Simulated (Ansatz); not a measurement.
Born–Oppenheimer molecular dynamics of FH₃O₂Si (7 atoms, charge 0, multiplicity 1). It starts from a relaxed structure.

Level of theory: RKS r2SCAN-D4/def2-SVP (Ansatz 0.2.0).

```
ensemble        : NVT, Langevin thermostat
time step       : 1 fs
steps asked     : 150
set temperature : 700 K
friction        : 0.02 /fs
seed            : 416012
```

First frame:

```xyz
7
Properties=species:S:1:pos:R:3
Si -0.074 -0.008 -0.025
F -0.080 0.077 1.596
H 1.334 -0.059 -0.453
O -0.744 1.323 -0.705
H -1.707 1.383 -0.692
O -0.982 -1.321 -0.442
H -0.948 -2.091 0.137
```

How far do the bonds stretch over the last three quarters of this one trajectory? (Pairs bonded in most of those frames.)


```tsv
bond	mean (Å)	spread (Å)	shortest	longest
Si1–F2	1.634	0.049	1.56	1.72
Si1–H3	1.517	0.140	1.25	1.81
Si1–O4	1.654	0.024	1.60	1.69
Si1–O6	1.653	0.025	1.61	1.70
O4–H5	0.974	0.039	0.90	1.06
O6–H7	0.970	0.037	0.89	1.05
```

Mean temperature of the second half: 983 K. The mean temperature of the second half is 40 % above the set value. A run of 0.15 ps of so small a system gives no equilibrium averages.

Time of the run: 8.7 min on 1 thread of Arm Neoverse V1, on a shared host, peak memory 0.14 GiB.
